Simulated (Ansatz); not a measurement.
Nb₂S₆, relaxed as a triplet with UKS PBE-D4/def2-SVP in Ansatz, starting from the PBE-D4/def2-SVP geometry of the neutral singlet. Force threshold 0.03 eV/Å.

In the def2 sets Nb takes a core potential; there is no spin–orbit coupling. The gap within one spin of the charge 0 triplet nearly closes, so an electron or hole may be smeared out by delocalisation error. The relaxation made no stability test and no search for a lower SCF solution. At PBE-D4/def2-SVP a singlet of charge 0 lies 1.23 eV below the triplet, each at its own geometry. The structure comes from a short search, and lower isomers may exist.

Start:

```tsv
atom	x (Å)	y (Å)	z (Å)
Nb1	-1.9239	0.1669	1.4880
Nb2	0.0668	-0.0246	-0.1529
S3	2.5098	0.0061	-0.7323
S4	1.4484	-1.7880	-1.1210
S5	-1.7263	-1.7722	0.3196
S6	0.2736	0.4268	2.2137
S7	-1.9165	1.5666	-0.3028
S8	1.2680	1.4183	-1.7122
```

Problem. Estimate the energy that the relaxation releases and the steps that it takes.

Solution. 3.7 kcal/mol, in 9 steps; 64 s on 4 threads of Arm Neoverse V1 on a shared host. No frequencies were taken in this run, so the end may be a saddle point.

Problem. Does the start keep its bonding and symmetry?

Solution. By distances, no bond broke or formed. The bond that changes most is Nb1–S6, from 2.33 to 2.40 Å (atoms count from 1). Point group Cs at the start, Cs at the end, both within 0.05 Å.

Problem. Predict the relaxed structure.

Solution. 
Cartesian coordinates in Å:
```
Nb -2.056 0.171 1.550
Nb 0.147 -0.011 -0.104
S 2.536 -0.008 -0.819
S 1.440 -1.803 -1.122
S -1.687 -1.715 0.294
S 0.235 0.426 2.226
S -1.870 1.511 -0.304
S 1.256 1.429 -1.721
```
Bond lengths (bridged metal pairs left out): 8 × Nb–S 2.30 to 2.53 Å; 2 × S–S 2.13 Å.
